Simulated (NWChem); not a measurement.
C2H6OSe; SMILES CO[Se]C

```xyz
10

Se    -0.4527     0.5106    -0.0445
C      1.3435     1.2231     0.0457
H      1.2696     2.2859    -0.2306
H      2.0171     0.7168    -0.6587
H      1.7236     1.1410     1.0726
O     -0.0972    -1.1421     0.6079
C      0.3062    -2.0959    -0.3420
H      1.2653    -1.8346    -0.8269
H      0.4440    -3.0424     0.2047
H     -0.4488    -2.2528    -1.1329
```
Atoms are numbered in this order, from 1.

All runs: NWChem. Structure relaxed at the PBE0/def2-SVP level. B3LYP is NWChem's, with the RPA form of VWN correlation. Ions are spin-unrestricted doublets at the neutral geometry; other ion states weren't tried.

Estimate the computed values for B3LYP/def2-SVP. Quantities: vertical ionisation energy, ΔSCF (eV); −ε(HOMO) (eV).


- vertical ionisation energy, ΔSCF (eV) = 8.55
- −ε(HOMO) (eV) = 5.89
